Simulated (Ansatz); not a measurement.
Results of the Gaussian-basis code of Ansatz.

C3H11BSi, SMILES `CCB(C)[SiH3]` at its PBE0-D4/def2-TZVP geometry, where that method's forces vanish. Total charge 0; spin multiplicity 1.

```json
{"atom": "C1", "x (Å)": "-0.558", "y (Å)": "-0.607", "z (Å)": "1.820"}
{"atom": "C2", "x (Å)": "-1.175", "y (Å)": "-0.078", "z (Å)": "0.510"}
{"atom": "B3", "x (Å)": "0.035", "y (Å)": "0.316", "z (Å)": "-0.405"}
{"atom": "C4", "x (Å)": "0.619", "y (Å)": "1.761", "z (Å)": "-0.359"}
{"atom": "Si5", "x (Å)": "0.803", "y (Å)": "-1.094", "z (Å)": "-1.647"}
{"atom": "H6", "x (Å)": "0.069", "y (Å)": "-1.485", "z (Å)": "1.643"}
{"atom": "H7", "x (Å)": "-1.339", "y (Å)": "-0.897", "z (Å)": "2.526"}
{"atom": "H8", "x (Å)": "0.062", "y (Å)": "0.150", "z (Å)": "2.307"}
{"atom": "H9", "x (Å)": "-1.812", "y (Å)": "-0.859", "z (Å)": "0.085"}
{"atom": "H10", "x (Å)": "-1.809", "y (Å)": "0.784", "z (Å)": "0.742"}
{"atom": "H11", "x (Å)": "1.696", "y (Å)": "1.835", "z (Å)": "-0.524"}
{"atom": "H12", "x (Å)": "0.339", "y (Å)": "2.332", "z (Å)": "0.532"}
{"atom": "H13", "x (Å)": "0.155", "y (Å)": "2.279", "z (Å)": "-1.215"}
{"atom": "H14", "x (Å)": "-0.025", "y (Å)": "-1.117", "z (Å)": "-2.892"}
{"atom": "H15", "x (Å)": "0.724", "y (Å)": "-2.462", "z (Å)": "-1.057"}
{"atom": "H16", "x (Å)": "2.215", "y (Å)": "-0.856", "z (Å)": "-2.064"}
```

Question: For each bond, give half the difference of the two atoms' forces along it (eV/Å; positive pushes the atoms apart) under PBE-D4, r2SCAN-D4, B3LYP-D4, ωB97M-V in def2-TZVPP. (An estimate is asked.)

Answer: The calculation gave: 
```tsv
bond	length (Å)	PBE-D4	r2SCAN-D4	B3LYP-D4	ωB97M-V
C1–H6	1.093	0.10	-0.04	-0.07	-0.07
C1–H7	1.092	0.11	-0.03	-0.09	-0.10
C1–H8	1.093	0.10	-0.04	-0.07	-0.07
C2–B3	1.567	-0.04	0.00	0.00	0.04
C2–H9	1.094	0.10	-0.04	-0.07	-0.08
C2–H10	1.096	0.12	-0.03	-0.07	-0.09
B3–C4	1.560	-0.06	0.01	0.05	0.08
B3–Si5	2.030	-0.10	-0.01	0.02	0.01
C4–H11	1.092	0.12	-0.02	-0.03	-0.06
C4–H12	1.094	0.13	-0.01	-0.04	-0.07
C4–H13	1.103	0.15	0.00	-0.04	-0.05
Si5–H14	1.495	0.12	0.00	-0.06	-0.11
Si5–H15	1.493	0.10	-0.02	-0.06	-0.10
Si5–H16	1.491	0.09	-0.02	-0.06	-0.10
```

B3LYP here is the variant with VWN-RPA as its local correlation; programs differ in this.
